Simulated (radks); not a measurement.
Neutral iridium, configuration [Xe] 4f14 5d7 6s2. All-electron calculation, scalar-relativistic Kohn-Sham, LDA (Slater exchange, Perdew-Wang correlation), spin-unpolarised, spherical densities, finite nucleus; Fermi nuclear charge, rms radius 5.4032 fm; hard spherical wall at 6 bohr. Program: a radial shooting solver on a logarithmic mesh with Libxc functionals.

Local quantities along the radius. ELF = 1/(1 + alpha^2) is the electron localisation function; alpha = (tau - tau_W)/tau_unif compares the Pauli kinetic energy density with that of the uniform gas. tau is taken from the large components.

```
   r/bohr * ELF (the largest magnitude, 0.999, reaches the edge; | marks zero)
 0.001004 |                                                      *
 0.001349 |                                                      *
   0.0018 |                                                      *
   0.0024 |                                                      *
 0.003201 |                                                      *
  0.00427 |                                                      *
  0.00574 |                                                      *
 0.007656 |                                                     *
  0.01021 |                                                   *
  0.01362 |                                             *
  0.01831 |                            *
  0.02442 |                 *
  0.03257 |                       *
  0.04345 |                                     *
  0.05795 |                                       *
  0.07791 |                         *
   0.1039 |                   *
   0.1386 |                                  *
   0.1848 |                                    *
   0.2485 |               *
   0.3315 |                           *
   0.4421 |                                      *
   0.5896 |                           *
   0.7864 |                  *
    1.057 |                               *
     1.41 |                            *
    1.881 |                   *
    2.509 |                    *
    3.373 |                      *
    4.499 |            *
```

On this mesh the ELF has minima near r = 0.024, 0.090, 0.25, 0.79, 2.2 bohr, which separate the shells, and maxima near 0.050 (0.74), 0.16 (0.72), 0.44 (0.71), 1.2 (0.60), 3.4 (0.41).
